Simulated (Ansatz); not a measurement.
`CC1=CC(C)=[O+][Zn-]([OH])[O]1`, 17 atoms. Charge 0, multiplicity 1. For Zn the d shell is correlated and the shells below it are frozen. Scalar relativity is left out up to krypton. Hardware: A = 4 threads of an AMD EPYC 7R13 on a shared host; B = 4 threads of an AMD EPYC 7R13 on a shared host and a share of an NVIDIA H100 80 GB. Correlated methods freeze the cores. Open-shell runs search over several starts.

Q: How many basis functions does each run have, and how long does it take in Ansatz? UKS B3LYP-D4/def2-TZVPP energy of the cation [B]; RKS ωB97M-V/def2-SVP energy [A]; RKS PBE0-D4/def2-SVP energy [A]; RKS ωB97M-V/def2-TZVPP energy and forces [B]; UKS PBE0-D4/def2-TZVPP energy of the cation [B]; UKS ωB97X-V/def2-TZVPP energy of the cation [B]; RHF-MP2 with 3s3p of Cu, Zn/def2-QZVPP energy [B]; RKS B97M-V/def2-TZVPP energy [B]; RKS PBE0-D4/def2-TZVP relaxation (34 steps) [B]; RKS PBE-D4/def2-TZVPP energy and forces [B]; RKS PBE0-D4/def2-QZVPP energy [B]; UKS PBE-D4/def2-TZVPP energy of the cation [B]. (Estimate.)

A: The calculation gave: Other jobs shared the machine, so times are rough.

```tsv
level	job	functions	wall time	peak host memory (GiB)
RKS PBE0-D4/def2-SVP	energy [A]	183	3.2 s	0.81
RKS PBE-D4/def2-TZVPP	energy and forces [B]	424	5.5 s	0.91
RKS B97M-V/def2-TZVPP	energy [B]	424	6 s	1
RKS ωB97M-V/def2-TZVPP	energy and forces [B]	424	7 s	1.1
RHF-MP2 with 3s3p of Cu, Zn/def2-QZVPP	energy [B]	796	7 s	1.4
RKS ωB97M-V/def2-SVP	energy [A]	183	10 s	1
RKS PBE0-D4/def2-QZVPP	energy [B]	796	14 s	1.3
UKS PBE0-D4/def2-TZVPP	energy of the cation [B]	424	15 s	1
UKS ωB97X-V/def2-TZVPP	energy of the cation [B]	424	16 s	1.2
UKS B3LYP-D4/def2-TZVPP	energy of the cation [B]	424	19 s	1
UKS PBE-D4/def2-TZVPP	energy of the cation [B]	424	34 s	1
RKS PBE0-D4/def2-TZVP	relaxation (34 steps) [B]	344	93 s	0.99
```

B3LYP here is the variant with VWN-RPA as its local correlation; programs differ in this.
